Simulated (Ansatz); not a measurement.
Relaxation of CdCl₄ with RKS PBE0-D4/def2-SVP.

```sh
$ ansatz run in.yaml --threads 4 --pin off --events-out ev --progress --plain --max-ram 4787MiB
```

```yaml
crystal:
  periodic: [false, false, false]
  atoms:
    - {symbol: Cd, position_ang: [0.871430, 0.261570, 0.617520]}
    - {symbol: Cl, position_ang: [-2.501490, -0.318610, -1.161370]}
    - {symbol: Cl, position_ang: [-0.747880, 1.120360, 1.922660]}
    - {symbol: Cl, position_ang: [2.948950, -0.240070, -0.078320]}
    - {symbol: Cl, position_ang: [-0.571010, -0.823250, -1.300490]}
basis:
  gaussian: {orbitals: def2-SVP}
hamiltonian: {xc: pbe0, dispersion: d4}
scf: {lower_state_search: "off"}
output: {orbitals: {seedname: orbitals}}
relax: {f_tol: 0.02, max_steps: 100}
```

Hardware: 4 threads of Arm Neoverse V2 on a shared host. Wall time 13 s.

Positions (Å) and forces (eV/Å) at steps 1, 2, 3, 4, 5, 6, 7, 8, 9, 10, 12 of 12:

```xyz
5
step=1 energy=-54623.9048 eV
Cd    0.871    0.262    0.618    0.296    0.359    0.602
Cl   -2.501   -0.319   -1.161   -0.508    0.148    0.084
Cl   -0.748    1.120    1.923   -0.645    0.277    0.410
Cl    2.949   -0.240   -0.078    0.686   -0.276   -0.391
Cl   -0.571   -0.823   -1.300    0.170   -0.508   -0.705
5
step=2 energy=-54624.0805 eV
Cd    0.912    0.323    0.719    0.204    0.150    0.255
Cl   -2.528   -0.343   -1.200    0.023    0.001    0.026
Cl   -0.773    1.182    2.029    0.036   -0.079   -0.132
Cl    2.974   -0.276   -0.127   -0.228   -0.012   -0.024
Cl   -0.585   -0.886   -1.421   -0.034   -0.060   -0.124
5
step=3 energy=-54624.1126 eV
Cd    0.936    0.390    0.822    0.166   -0.040   -0.043
Cl   -2.443   -0.341   -1.168    0.015   -0.030   -0.022
Cl   -0.846    1.191    2.037    0.176   -0.067   -0.108
Cl    2.862   -0.342   -0.244   -0.330    0.113    0.172
Cl   -0.509   -0.898   -1.448   -0.027    0.024    0.001
5
step=4 energy=-54624.1249 eV
Cd    0.956    0.401    0.858   -0.067    0.025    0.035
Cl   -2.469   -0.428   -1.218   -0.029   -0.005   -0.005
Cl   -0.795    1.222    2.066   -0.030    0.028    0.042
Cl    2.802   -0.369   -0.242    0.088   -0.046   -0.064
Cl   -0.494   -0.827   -1.464    0.039   -0.002   -0.009
5
step=5 energy=-54624.1295 eV
Cd    0.946    0.415    0.885   -0.072    0.019    0.023
Cl   -2.455   -0.473   -1.272   -0.064   -0.005   -0.013
Cl   -0.768    1.259    2.128   -0.018    0.027    0.043
Cl    2.739   -0.392   -0.279    0.082   -0.044   -0.061
Cl   -0.463   -0.810   -1.462    0.073    0.003    0.008
5
step=6 energy=-54624.1344 eV
Cd    0.938    0.423    0.901   -0.053    0.012    0.015
Cl   -2.458   -0.520   -1.320    0.027   -0.017   -0.025
Cl   -0.737    1.291    2.180   -0.023    0.027    0.044
Cl    2.700   -0.410   -0.297    0.058   -0.040   -0.063
Cl   -0.444   -0.785   -1.464   -0.009    0.018    0.029
5
step=7 energy=-54624.1409 eV
Cd    0.926    0.432    0.920   -0.053    0.014    0.017
Cl   -2.445   -0.566   -1.372    0.047   -0.019   -0.037
Cl   -0.707    1.324    2.233   -0.024    0.032    0.054
Cl    2.641   -0.430   -0.329    0.065   -0.043   -0.073
Cl   -0.415   -0.760   -1.452   -0.034    0.016    0.039
5
step=8 energy=-54624.1495 eV
Cd    0.922    0.445    0.943   -0.042    0.006    0.003
Cl   -2.445   -0.616   -1.451    0.091   -0.016   -0.032
Cl   -0.666    1.358    2.295   -0.016    0.031    0.055
Cl    2.591   -0.444   -0.357    0.030   -0.033   -0.062
Cl   -0.402   -0.743   -1.429   -0.062    0.011    0.037
5
step=9 energy=-54624.1588 eV
Cd    0.907    0.457    0.962   -0.046    0.011    0.008
Cl   -2.425   -0.656   -1.523    0.063   -0.016   -0.036
Cl   -0.624    1.394    2.364   -0.005    0.024    0.045
Cl    2.522   -0.456   -0.394    0.042   -0.031   -0.057
Cl   -0.379   -0.739   -1.408   -0.055    0.012    0.039
5
step=10 energy=-54624.1642 eV
Cd    0.896    0.482    0.993   -0.011    0.006    0.005
Cl   -2.422   -0.735   -1.706    0.280    0.002    0.073
Cl   -0.536    1.450    2.486    0.068   -0.022   -0.028
Cl    2.445   -0.465   -0.447   -0.097    0.036    0.063
Cl   -0.382   -0.732   -1.325   -0.240   -0.022   -0.113
5
step=12 energy=-54624.1708 eV
Cd    0.875    0.489    1.003    0.013   -0.008   -0.009
Cl   -2.410   -0.764   -1.727    0.018    0.000   -0.002
Cl   -0.493    1.477    2.534   -0.001    0.000   -0.001
Cl    2.411   -0.464   -0.435   -0.016    0.007    0.005
Cl   -0.383   -0.738   -1.376   -0.014    0.001    0.008
```

In the def2 sets Cd takes a core potential; there is no spin–orbit coupling. The structure comes from a short search, and lower isomers may exist.
